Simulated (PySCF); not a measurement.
C2H3BF2O.

```xyz
9

C     -1.0851    -1.6122     0.0000
C     -0.0427    -0.7797     0.0000
F      1.2243    -1.2846     0.0000
B     -0.0734     0.7896     0.0000
O      1.0613     1.5119     0.0000
F     -1.2410     1.4248     0.0000
H     -0.9549    -2.6974     0.0000
H     -2.0949    -1.1988     0.0000
H      1.8440     0.9425     0.0000
```
Charge 0, spin multiplicity 1.

Geometry optimised at B3LYP-D3(BJ)/def2-SVP. This is a generated structure with no PubChem entry under its InChIKey; it may be hypothetical. Other conformers were not sampled.

The numbers are results of PySCF with PBE/pcSseg-1, not measurements. Non-relativistic, no solvent.

Computed absolute GIAO shielding of each atom: isotropic value and principal components (ppm):
```
atom  σ(iso)    σ11    σ22    σ33   span
----  ------  -----  -----  -----  -----
C1      66.0  -47.9   89.0  157.0  204.9
C2       7.7  -86.0   42.3   66.9  152.9
F3     260.3  141.6  258.4  380.9  239.3
B4      72.5   50.3   83.4   83.7   33.5
O5     189.6   31.4  242.0  295.3  263.9
F6     268.3  118.4  288.4  398.1  279.7
H7      25.6   22.5   25.0   29.4    6.9
H8      25.7   23.2   24.8   29.0    5.9
H9      25.8   19.8   25.5   32.0   12.2
```
